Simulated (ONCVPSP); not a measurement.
**An all-electron radial function and its pseudo partner (V)**

Columns: radius, all-electron u(r) and pseudo u(r) of the 3p shell (level -45.46 eV) of vanadium in the configuration [Ne] 3s2 3p6 3d3 4s1 4p1; PBE, scalar-relativistic, ONCV scheme, ONCVPSP 4.0.1.

```csv
r (bohr),all-electron,pseudo
0.075,-0.3255,0.0206
0.150,-0.5447,0.0809
0.225,-0.4621,0.1774
0.300,-0.2017,0.3035
0.375,0.1150,0.4493
0.450,0.4142,0.6022
0.525,0.6614,0.7484
0.600,0.8466,0.8751
0.675,0.9705,0.9724
0.750,1.0409,1.0351
0.825,1.0679,1.0628
0.900,1.0615,1.0591
0.975,1.0309,1.0304
1.050,0.9835,0.9837
1.125,0.9255,0.9257
1.200,0.8615,0.8615
1.275,0.7949,0.7948
1.350,0.7283,0.7282
1.425,0.6633,0.6632
1.500,0.6012,0.6011
1.575,0.5427,0.5426
1.650,0.4881,0.4881
1.725,0.4378,0.4377
1.800,0.3916,0.3916
1.875,0.3496,0.3495
1.950,0.3114,0.3114
```

Problem. How many radial nodes do the two functions have?

Solution. The all-electron 3p function has n − l − 1 = 1; the pseudo-wave has 0, since the states of the same l below it are removed with the core.

Problem. Is the pseudo-wave norm-conserving?

Solution. Yes: the ONCV scheme keeps the norm inside the radius equal to the all-electron one, which fixes the energy derivative of the logarithmic derivative at the level.
